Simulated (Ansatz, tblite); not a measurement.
Cost and result up the ladder for Ta₂O₆H₂ (the lowest singlet isomer of a short search) (10 atoms). Total charge 0; singlet. Geometry: PBE-D4/def2-SVP.

```xyz
10

Ta    0.396   -0.907    0.475
Ta   -0.310    1.703   -0.936
O    -1.934    2.264   -0.690
O    -0.085   -0.142   -1.655
O    -0.722   -1.360   -1.140
O    -0.352   -1.784    1.994
O     0.382    1.083    0.726
O     2.027   -1.469    0.273
H     0.625    3.052   -1.679
H    -0.028   -2.441    2.633
```

Ansatz on 4 threads of Arm Neoverse V1 on a shared host; xTB runs through tblite on one thread. Times are rough, summed over both states, and most runs start from the orbitals of an earlier one. PBE0-D4/def2-TZVP serves as the yardstick here, not as an exact answer. The other state is a triplet.

In the def2 sets Ta takes a core potential; there is no spin–orbit coupling. The xTB rows come from tblite. The structure holds one bond between oxygen atoms, so isomers without such links may lie far lower. The structure comes from a short search, and lower isomers may exist.

xTB has no spin-polarisation term.

```json
{"level": "GFN1-xTB", "functions": "46", "wall time": "0.018 s", "vertical triplet (eV)": "4.00", "difference from PBE0-D4/def2-TZVP (eV)": "0.63"}
{"level": "GFN2-xTB", "functions": "44", "wall time": "0.02 s", "vertical triplet (eV)": "3.43", "difference from PBE0-D4/def2-TZVP (eV)": "0.06"}
{"level": "PBE-D4/def2-TZVP", "functions": "278", "wall time": "14 s", "vertical triplet (eV)": "3.08", "difference from PBE0-D4/def2-TZVP (eV)": "-0.29"}
{"level": "r2SCAN-D4/def2-TZVP", "functions": "278", "wall time": "27 s", "vertical triplet (eV)": "3.14", "difference from PBE0-D4/def2-TZVP (eV)": "-0.23"}
{"level": "PBE0-D4/def2-TZVP", "functions": "278", "wall time": "27 s", "vertical triplet (eV)": "3.37", "difference from PBE0-D4/def2-TZVP (eV)": "0.00"}
```
